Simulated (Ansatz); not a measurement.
Ansatz (a quantum-chemistry and plane-wave program) input (B3LYP-D3(BJ)/def2-TZVP):

Ansatz 0.2 input:
```yaml
crystal:
  periodic: [false, false, false]
  atoms:
    - {symbol: Sn, position_ang: [-0.52539487, 0.54262370, -0.24985335]}
    - {symbol: H, position_ang: [0.02876996, -0.94721606, -1.37641069]}
    - {symbol: H, position_ang: [-0.84148372, -0.59514181, 1.30101580]}
    - {symbol: H, position_ang: [1.29724724, 0.96629971, 0.28540390]}
basis:
  gaussian:
    orbitals: def2-TZVP
hamiltonian:
  xc: b3lyp
  dispersion: d3bj
total_charge: -1
relax: {f_tol: 0.002, max_steps: 150}
```

Output:

```
Functional definition: B3LYP
integrals: 0.01 GiB planned
564 factors; their error is unknown
mean field: 0.14 GiB planned
mean field evaluation 1: about -5881.8829 eV, gradient 1.7e1 eV
mean field evaluation 2: about -5881.8052 eV, gradient 1.7e1 eV
mean field evaluation 4: about -5882.5598 eV, gradient 2.8e-1 eV
mean field evaluation 8: about -5882.6251 eV, gradient 4.9e-3 eV
mean field -5882.62510946 eV, -216.1824853860 hartree, gradient 3.8e-6 eV, S^2 0.000000; 0 other end points of the search recorded, 0 dependent functions left out
the calculation of the forces begins
reference -5882.62532886 eV, -216.1824934489 hartree; 13, 13 occupied and 55, 55 virtual orbitals, 564 factors
relax step   1: F+E_penalty+E_count = -5882.70807949 eV  Δ(F+E_penalty+E_count) = +0.000e0 eV  max|allowed force component| = 9.127e-1 eV/Å  Δτ_max = 0.0000 Å  (23 SCF iters, accepted)
these checks for a lower state are left out or cut short: starts, cluster_reference, orbital_swaps, neighbouring_geometries, increment
integrals: 0.01 GiB planned
564 factors; their error is unknown
mean field: 0.14 GiB planned
mean field evaluation 16: about -5882.5490 eV, gradient 7.1e-1 eV
mean field -5882.61967133 eV, -216.1822855387 hartree, gradient 8.4e-6 eV, S^2 0.000000; 0 other end points of the search recorded, 0 dependent functions left out
the calculation of the forces begins
reference -5882.61988099 eV, -216.1822932434 hartree; 13, 13 occupied and 55, 55 virtual orbitals, 564 factors
relax step   2: F+E_penalty+E_count = -5882.69747381 eV  Δ(F+E_penalty+E_count) = +1.061e-2 eV  max|allowed force component| = 1.594e0 eV/Å  Δτ_max = 0.1945 Å  (30 SCF iters, rejected (line search))
these checks for a lower state are left out or cut short: starts, cluster_reference, orbital_swaps, neighbouring_geometries, increment
integrals: 0.01 GiB planned
564 factors; their error is unknown
mean field: 0.14 GiB planned
mean field -5882.82472953 eV, -216.1898212883 hartree, gradient 1.1e-5 eV, S^2 0.000000; 0 other end points of the search recorded, 0 dependent functions left out
the calculation of the forces begins
reference -5882.82494418 eV, -216.1898291767 hartree; 13, 13 occupied and 55, 55 virtual orbitals, 564 factors
relax step   3: F+E_penalty+E_count = -5882.90217768 eV  Δ(F+E_penalty+E_count) = -1.941e-1 eV  max|allowed force component| = 2.263e-1 eV/Å  Δτ_max = 0.0940 Å  (30 SCF iters, accepted)
these checks for a lower state are left out or cut short: starts, cluster_reference, orbital_swaps, neighbouring_geometries, increment
integrals: 0.01 GiB planned
564 factors; their error is unknown
mean field: 0.14 GiB planned
mean field evaluation 32: about -5882.7778 eV, gradient 1.1e-2 eV
mean field -5882.84227353 eV, -216.1904660187 hartree, gradient 1.1e-5 eV, S^2 0.000000; 0 other end points of the search recorded, 0 dependent functions left out
the calculation of the forces begins
reference -5882.84248705 eV, -216.1904738653 hartree; 13, 13 occupied and 55, 55 virtual orbitals, 564 factors
relax step   4: F+E_penalty+E_count = -5882.92019050 eV  Δ(F+E_penalty+E_count) = -1.801e-2 eV  max|allowed force component| = 3.065e-2 eV/Å  Δτ_max = 0.0563 Å  (26 SCF iters, accepted)
these checks for a lower state are left out or cut short: starts, cluster_reference, orbital_swaps, neighbouring_geometries, increment
integrals: 0.01 GiB planned
564 factors; their error is unknown
mean field: 0.14 GiB planned
mean field -5882.84283738 eV, -216.1904867395 hartree, gradient 1.1e-5 eV, S^2 0.000000; 0 other end points of the search recorded, 0 dependent functions left out
the calculation of the forces begins
reference -5882.84305108 eV, -216.1904945929 hartree; 13, 13 occupied and 55, 55 virtual orbitals, 564 factors
relax step   5: F+E_penalty+E_count = -5882.92070317 eV  Δ(F+E_penalty+E_count) = -5.127e-4 eV  max|allowed force component| = 5.384e-3 eV/Å  Δτ_max = 0.0073 Å  (27 SCF iters, accepted)
these checks for a lower state are left out or cut short: starts, cluster_reference, orbital_swaps, neighbouring_geometries, increment
integrals: 0.01 GiB planned
564 factors; their error is unknown
mean field: 0.14 GiB planned
mean field -5882.84286007 eV, -216.1904875734 hartree, gradient 1.3e-5 eV, S^2 0.000000; 0 other end points of the search recorded, 0 dependent functions left out
the calculation of the forces begins
reference -5882.84307381 eV, -216.1904954284 hartree; 13, 13 occupied and 55, 55 virtual orbitals, 564 factors
relax step   6: F+E_penalty+E_count = -5882.92071702 eV  Δ(F+E_penalty+E_count) = -1.385e-5 eV  max|allowed force component| = 1.429e-5 eV/Å  Δτ_max = 0.0014 Å  (18 SCF iters, accepted)
integrals: 0.01 GiB planned
564 factors; their error is unknown
mean field: 0.14 GiB planned
mean field evaluation 64: about -5882.8429 eV, gradient 5.4e-4 eV
mean field -5882.84286007 eV, -216.1904875734 hartree, gradient 1.3e-5 eV, S^2 0.000000; 1 other end points of the search recorded, 0 dependent functions left out
the calculation of the forces begins
reference -5882.84307381 eV, -216.1904954284 hartree; 13, 13 occupied and 55, 55 virtual orbitals, 564 factors
Total energy: -5882.92093077 eV, -216.1933566186 hartree
Atom 0 at    -0.496626     0.510844    -0.236327 Å, force    -0.000014     0.000002     0.000002 eV/Å
Atom 1 at     0.028770    -0.877849    -1.267228 Å, force     0.000005     0.000004     0.000012 eV/Å
Atom 2 at    -0.772002    -0.552824     1.198957 Å, force     0.000010     0.000005    -0.000014 eV/Å
Atom 3 at     1.198997     0.886394     0.264754 Å, force    -0.000001    -0.000011    -0.000001 eV/Å
Dipole moment:    -0.215667     0.230208    -0.100367 e Å
```

Whether it binds its extra electron was not tested at this geometry.
